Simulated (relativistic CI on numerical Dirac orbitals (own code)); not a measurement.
What each ingredient does to the levels of Tb62+

Base calculation: Dirac-Coulomb-Breit CI, orbitals from a KLI potential per configuration, model QED (radiative potential, 1s self-energy scaled to tabulated hydrogen-like ionisation energies), unscaled Slater integrals.

Configuration list (outside the closed core 1s2): 2s, 2p, 3s, 3p, 3d, 4s, 4p, 4d, 4f, 5s, 5p, 5d, 5f, 5g, 6s, 6p, 6d. Levels of other configurations are missing.

Variants: (1) one mean potential for all configurations. Shifts of the energy above 2s ²S1/2, in eV, for the lowest level and the first level of each name with at least 55 % of one term (blank where a level changes its place among those of its configuration and J or its character, or is not in the variant):

```
    Level     Base  Δ(1)
 2s ²S1/2      0.0   0.0
2p ²P°1/2    157.5  +0.3
2p ²P°3/2    997.8  +0.2
 3s ²S1/2   8305.8  -0.1
3p ²P°1/2   8348.8  -0.1
3p ²P°3/2   8599.0  -0.1
 3d ²D3/2   8610.7  -0.2
 3d ²D5/2   8683.9  -0.2
 4s ²S1/2  11160.0  -0.2
4p ²P°1/2  11177.4  -0.1
4p ²P°3/2  11282.4  -0.1
 4d ²D3/2  11287.4  -0.2
 4d ²D5/2  11318.4  -0.2
4f ²F°5/2  11318.6  -0.2
```

At this charge energies of transitions that change n are usually good to better than 1 %, and those within a shell (Δn = 0) to a few per cent.

Ionisation energy from the two ground configurations alone: base 14720 eV. The NIST ASD value (theoretical) is 14721 eV.
